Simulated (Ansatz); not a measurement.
AlCu₂, relaxed as a doublet with UKS PBE-D4/def2-TZVP in Ansatz, starting from the GFN2-xTB geometry. Force threshold 0.02 eV/Å.

The relaxation made no stability test and no search for a lower SCF solution. The structure comes from a short search, and lower isomers may exist.

Start:

```xyz
3

Al    0.3817   -2.0090    1.2658
Cu    0.0006    0.0301   -0.0173
Cu   -0.3822    1.9789   -1.2485
```

Problem. Estimate the energy that the relaxation releases and the steps that it takes.

Solution. 0.68 eV, in 19 steps; 12 s on 4 threads of AMD EPYC 9R45 on a shared host. The force fell under the threshold at step 3, but the optimiser went on and released 0.677 eV more. No frequencies were taken in this run, so the end may be a saddle point.

Problem. Does the start keep its bonding and symmetry?

Solution. Bonds formed: Al1–Cu3 (atoms count from 1). Point group C∞v at the start, C2v at the end, both within 0.05 Å.

Problem. Predict the relaxed structure.

Solution. 
Cartesian coordinates in Å:
```
Al -0.5305 -1.2313 0.5736
Cu 1.3266 0.3602 0.1420
Cu -0.7961 0.8711 -0.7156
```
Bond lengths (bridged metal pairs left out): 2 × Al–Cu 2.48 Å; 1 × Cu–Cu 2.35 Å.
